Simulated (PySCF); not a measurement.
A structure optimised at PBE-D3(BJ)/def2-SVP, used in a PySCF frequency run:

```xyz
4

Ti     0.1854     0.0351     0.0000
O     -0.1709     1.6020     0.0000
F     -0.1507    -0.7549     1.5612
F     -0.1507    -0.7549    -1.5612
```
Charge 0, spin multiplicity 1.

Question: Write its SMILES, formula and point group.

Answer: [O]=[Ti]([F])[F], F₂OTi, Cs

Question: What are its rotational constants (standard atomic weights)?

Answer: 7.6887, 5.2870, 3.2527 GHz
